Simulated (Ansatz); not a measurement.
Total energies of CH3Cl2OSb, SMILES `C[O][Sb]([Cl])[Cl]`.

Z-matrix (Å, degrees):
```
C
O 1 1.416
H 1 1.094 2 111.3
H 1 1.094 2 111.3 3 121.8
H 1 1.091 2 107.2 3 -119.1
Sb 2 1.925 1 124.4 3 -60.5
Cl 6 2.351 2 98.1 1 -48.6
Cl 6 2.351 2 98.1 1 48.7
```

Total charge 0; spin multiplicity 1. Correlated methods include outer-core shells of Sb, which these sets cover unevenly. Sb takes the def2 core potential. All single points use the PBE0-D4/def2-TZVP geometry. It is one conformer, not always the lowest. Basis def2-TZVPP, the Gaussian-basis code of Ansatz.

RPA on PBE orbitals: Hartree–Fock energy of these orbitals -1272.83028 Eh, correlation -1.73661 Eh (frozen core).

| functional | energy without D4 (Eh) | D4 term (kJ/mol) |
| --- | --- | --- |
| LDA (SPW92) | -1271.72162 | – |
| BLYP | -1275.87964 | -54.0 |
| r2SCAN | -1275.93844 | -5.9 |
| B97M-V | -1275.70587 | – |
| r2SCAN0 | -1275.87992 | -7.2 |
| BHLYP | -1275.83023 | -35.8 |
| CAM-B3LYP | -1275.93274 | -22.6 |
| LC-ωPBE | -1275.66865 | – |
| ωB97M-V | -1275.83789 | – |
| B2PLYP | -1275.41051 | – |

**Question.** Give the same for PBE, revPBE, PBE0, B3LYP, r2SCANh, HSE06 (plane-wave form), ωB97X-V, PBE-QIDH. (Estimate.)

**Answer.** Computed: 
| functional | energy without D4 (Eh) | D4 term (kJ/mol) |
| --- | --- | --- |
| PBE | -1275.45390 | -25.3 |
| revPBE | -1275.80373 | -65.0 |
| PBE0 | -1275.53715 | -21.7 |
| B3LYP | -1276.07543 | -41.3 |
| r2SCANh | -1275.91441 | -6.4 |
| HSE06 (plane-wave form) | -1275.51460 | -20.5 |
| ωB97X-V | -1275.76955 | – |
| PBE-QIDH | -1275.15324 | – |

B3LYP takes the VWN-RPA correlation (the form of Gaussian; ORCA's B3LYP/G). HSE06 is the plane-wave form, built on full-range PBE exchange. The double hybrids freeze the cores in their second-order part.

LC-ωPBE has ω = 0.4 bohr⁻¹.
